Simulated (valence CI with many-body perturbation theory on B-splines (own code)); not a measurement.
**Tb LI: calculated level list**

Calculated by configuration interaction combined with many-body perturbation theory (CI+MBPT): five valence electrons over a frozen Dirac-Fock core [Ne], radial functions for each j: 9 s, 9 p, 8 d, 6 f, 3 g, 1 h, with the one-electron correlation potential Σ1 (screened to all orders), the two-electron term Σ2, the three-electron term Σ3, Breit, model QED; selected single and double excitations, second order for the rest (own B-spline code, finite nucleus).

The last digits are not significant, and no measured levels were compared; by estimate large intervals hold to a few tenths of a per cent, small ones and those within an open d or f shell to about a per cent. Among the levels kept, up to 600 cm⁻¹ of a level comes from second order outside the variational space, and about a tenth of that is noise between levels of different J, which matters for small intervals.

Levels 1 to 45 of 54, with energies above the lowest level, (3s^2 3p1/2^2 3p3/2) J=3/2. "Leading %" is the weight of the configuration and term that name the level; weights of strongly mixed levels are sums over their largest components and can fall short. In the jj column 3d3/2^4 stands for four electrons in 3d with j = 3/2. Lifetimes count E1, E2, E3, M1 and M2 decay at the calculated energies, and are blank where another channel may lead or the interval is too uncertain; long ones can be off by a factor of two.

```tsv
No.	Configuration	Term	J	E (eV)	Leading %	Leading jj	Lifetime
1	3s²3p³	²P°	3/2	0.00	47	3s^2 3p1/2^2 3p3/2 (99 %)	
2	3s²3p³	⁴S°	3/2	179.91	54	3s^2 3p1/2 3p3/2^2 (99 %)	17.1 ns
3	3s²3p³	²D°	5/2	190.15	99	3s^2 3p1/2 3p3/2^2 (99 %)	92.5 ns
4	3s²3p²3d	²D	3/2	194.14	39	3s^2 3p1/2^2 3d3/2 (98 %)	130 ps
5	3s²3p³	²P°	1/2	203.06	99	3s^2 3p1/2 3p3/2^2 (99 %)	26.8 ns
6	3s²3p²3d	²D	5/2	247.94	30	3s^2 3p1/2^2 3d5/2 (95 %)	9.26 ps
7	3s3p⁴	⁴P	5/2	322.67	66	3s 3p1/2^2 3p3/2^2 (90 %)	6.49 ps
8	3s3p⁴	²P	3/2	348.26	32	3s 3p1/2^2 3p3/2^2 (71 %)	2.54 ps
9	3s3p⁴	²S	1/2	348.70	52	3s 3p1/2^2 3p3/2^2 (85 %)	3.71 ps
10	3s²3p²3d	²F	5/2	372.39	46	3s^2 3p1/2 3p3/2 3d3/2 (98 %)	197 ps
11	3s²3p²3d	⁴F	3/2	374.70	33	3s^2 3p1/2 3p3/2 3d3/2 (93 %)	10.1 ps
12	3s²3p²3d	⁴D	1/2	374.87	80	3s^2 3p1/2 3p3/2 3d3/2 (98 %)	137 ps
13	3s²3p²3d	²G	7/2	382.78	48	3s^2 3p1/2 3p3/2 3d3/2 (96 %)	3.50 ns
14	3s²3p³	²P°	3/2	384.54	52	3s^2 3p3/2^3 (98 %)	7.38 ns
15	3s²3p²3d	²D	5/2	407.64	34	3s^2 3p1/2 3p3/2 3d3/2 (88 %)	762 fs
16	3s²3p²3d	²D	3/2	415.10	26	3s^2 3p1/2 3p3/2 3d3/2 (78 %)	438 fs
17	3s²3p²3d	²P	1/2	415.25	38	3s^2 3p1/2 3p3/2 3d3/2 (88 %)	599 fs
18	3s²3p²3d	⁴D	7/2	416.80	47	3s^2 3p1/2 3p3/2 3d5/2 (99 %)	1.66 ns
19	3s²3p²3d	²P	3/2	425.16	43	3s^2 3p1/2 3p3/2 3d5/2 (93 %)	11.9 ps
20	3s²3p²3d	²G	9/2	427.87	60	3s^2 3p1/2 3p3/2 3d5/2 (99 %)	1.22 μs
21	3s²3p²3d	²F	5/2	428.92	32	3s^2 3p1/2 3p3/2 3d5/2 (92 %)	10.8 ps
22	3s²3p²3d	²F	7/2	448.48	56	3s^2 3p1/2 3p3/2 3d5/2 (94 %)	3.76 ps
23	3s²3p²3d	²D	5/2	449.02	40	3s^2 3p1/2 3p3/2 3d5/2 (90 %)	2.10 ps
24	3s²3p²3d	²D	3/2	455.73	61	3s^2 3p1/2 3p3/2 3d5/2 (95 %)	4.60 ps
25	3s²3p²3d	²P	1/2	458.78	53	3s^2 3p1/2 3p3/2 3d5/2 (93 %)	3.22 ps
26	3s3p³3d	⁴D°	5/2	511.84	28	3s 3p1/2^2 3p3/2 3d3/2 (93 %)	37.2 ps
27	3s3p³3d	⁶D°	3/2	513.76	27	3s 3p1/2^2 3p3/2 3d3/2 (94 %)	20.7 ps
28	3s3p⁴	⁴P	3/2	514.45	64	3s 3p1/2 3p3/2^3 (84 %)	2.03 ps
29	3s3p³3d	⁴P°	1/2	515.24	43	3s 3p1/2^2 3p3/2 3d3/2 (94 %)	39.8 ps
30	3s3p³3d	⁴F°	7/2	519.86	24	3s 3p1/2^2 3p3/2 3d3/2 (88 %)	41.4 ps
31	3s3p⁴	²D	5/2	528.63	63	3s 3p1/2 3p3/2^3 (83 %)	2.08 ps
32	3s3p³3d	²D°	3/2	535.55	25	3s 3p1/2^2 3p3/2 3d3/2 (79 %)	3.77 ps
33	3s3p⁴	²P	1/2	546.04	45	3s 3p1/2 3p3/2^3 (74 %)	1.04 ps
34	3s3p³3d	⁴G°	5/2	547.34	24	3s 3p1/2^2 3p3/2 3d3/2 (82 %)	1.99 ps
35	3s3p⁴	²P	3/2	548.05	42	3s 3p1/2 3p3/2^3 (76 %)	924 fs
36	3s3p³3d	⁴D°	1/2	550.74	45	3s 3p1/2^2 3p3/2 3d3/2 (87 %)	1.79 ps
37	3s3p³3d	⁴F°	9/2	556.93	46	3s 3p1/2^2 3p3/2 3d5/2 (97 %)	40.8 ps
38	3s3p³3d	⁴D°	5/2	570.54	31	3s 3p1/2^2 3p3/2 3d5/2 (94 %)	5.16 ps
39	3s²3p3d²	⁴G°	5/2	577.50	46	3s^2 3p1/2 3d3/2^2 (83 %)	1.49 ps
40	3s3p³3d	²F°	7/2	578.42	31	3s 3p1/2^2 3p3/2 3d5/2 (83 %)	5.27 ps
41	3s3p³3d	²D°	3/2	578.97	30	3s 3p1/2^2 3p3/2 3d5/2 (83 %)	6.83 ps
42	3s²3p²3d	²D	5/2	589.99	29	3s^2 3p3/2^2 3d3/2 (85 %)	768 fs
43	3s²3p²3d	²F	7/2	590.48	48	3s^2 3p3/2^2 3d3/2 (94 %)	1.09 ps
44	3s²3p²3d	⁴P	3/2	592.32	24	3s^2 3p3/2^2 3d3/2 (77 %)	548 fs
45	3s3p³3d	²F°	7/2	592.91	26	3s 3p1/2^2 3p3/2 3d5/2 (88 %)	2.03 ps
```

The ionisation energy to 3s²3p² ³P0 of the next ion comes out as 4462.6 eV (NIST: 4460 ± 4 eV (theoretical)). All 54 levels together are meant to be complete up to 617.02 eV.
